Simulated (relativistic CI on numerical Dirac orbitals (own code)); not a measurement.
## A ladder of approximations for the levels of O

Calculated with a relativistic CI code on KLI orbitals (one set per configuration, finite nucleus), adding one ingredient at a time: step 1, Dirac-Coulomb, each configuration alone; step 2, with Breit and QED terms; step 3, with configuration mixing; step 4, with scaled Slater integrals (0.85); step 5, with a P86 correlation estimate; step 6, tied to the ionisation limit. P86 is a density functional for the correlation energy, evaluated here for each configuration and added to its levels. Step 6 is semi-empirical: configurations made of the next ion and one excited electron move by 2865 cm⁻¹, so that their limit matches the tabulated ionisation energy, and those with a non-penetrating f or g electron also take the P86 value of the least penetrating other one.

CI space (outside the closed core 1s2): 2s2 2p4, 2s2 2p3 3s, 2s2 2p3 3p, 2s2 2p3 4s, 2s2 2p3 3d, 2s 2p5, 2p6, 2s2 2p3 4p, 2s2 2p3 4d, 2s2 2p3 4f, 2s2 2p2 3s2, 2s2 2p 3s2 3p, 2s2 2p 3s2 4s, 2s2 2p 3s2 3d, 2s2 2p 3s2 4p.

Computed minus measured energy above the ground level, in cm⁻¹, for 11 of the 22 excited levels that pair in every step (one J of a term; a digit in brackets numbers repeated terms):

| Configuration | Term | J | Measured | Step 1 | Step 2 | Step 3 | Step 4 | Step 5 | Step 6 |
| --- | --- | --- | --- | --- | --- | --- | --- | --- | --- |
| 2s2 2p4 | 3P | 1 | 158 | 4 | -3 | -4 | -4 | -4 | -4 |
| 2s2 2p4 | 1D | 2 | 15868 | 1697 | 1689 | 1909 | -712 | -724 | -729 |
| 2s2 2p4 | 1S | 0 | 33793 | 9998 | 10011 | -1614 | -4870 | -4818 | -4820 |
| 2s2 2p3 3s | 5S° | 2 | 73768 | -11650 | -11660 | -11395 | -8063 | -2922 | -63 |
| 2s2 2p3 3s | 3S° | 1 | 76795 | -11306 | -11315 | -11087 | -8259 | -3115 | -257 |
| 2s2 2p3 3p | 5P | 1 | 86626 | -12524 | -12535 | -12270 | -8986 | -3323 | -465 |
| 2s2 2p3 3p | 3P | 1 | 88631 | -12463 | -12474 | -12196 | -9225 | -3563 | -707 |
| 2s2 2p3 4s | 5S° | 2 | 95477 | -12996 | -13008 | -12695 | -9471 | -2769 | 90 |
| 2s2 2p3 4s | 3S° | 1 | 96225 | -12754 | -12765 | -12417 | -9342 | -2643 | 216 |
| 2s2 2p3 3d | 5D° | 4 | 97421 | -13318 | -13330 | -13042 | -9850 | -3632 | -773 |
| 2s2 2p3 3d | 3D° | 1 | 97488 | -13251 | -13263 | -12976 | -9805 | -3586 | -728 |

Mean absolute errors in cm⁻¹, over all paired levels and for the configurations:

```tsv
Configuration, levels	Step 1	Step 2	Step 3	Step 4	Step 5	Step 6
all, 22	10987	10996	10394	7910	3026	716
2s2 2p4, 4	2928	2927	883	1398	1388	1390
2s2 2p3 3s, 2	11478	11487	11241	8161	3019	160
2s2 2p3 3p, 6	12493	12505	12233	9106	3443	586
2s2 2p3 4s, 2	12875	12886	12556	9406	2706	153
2s2 2p3 3d, 8	13293	13305	13017	9833	3615	756
```

Measured levels: NIST Handbook of Basic Atomic Spectroscopic Data (Sansonetti and Martin, J. Phys. Chem. Ref. Data 34, 1559 (2005)).

The mean absolute error is lowest at step 6 (716 cm⁻¹), and the largest single drop is from step 4 to 5 (7910 to 3026). Terms of the ground configuration are off by 2928 at first, 883 with mixing and 1398 after scaling, which overcorrects here, since the mixing already narrows the term splittings. The Breit and QED terms change the top of the ground term (measured 227) from 241 to 224. Mixing lowers the ground level by 289; relative to it the configurations that move most are 2s2 2p3 4s by +330, 2s2 2p3 3d by +288, 2s2 2p3 3p by +272. The P86 estimate moves 2s2 2p3 4s by +6701, 2s2 2p3 3d by +6218, 2s2 2p3 3p by +5663, and takes the mean absolute error of the excited configurations from 9358 to 3390. Step 6 takes that error from 3390 to 566; the error more than halves for 2s2 2p3 3s, 2s2 2p3 3p, 2s2 2p3 4s, 2s2 2p3 3d.
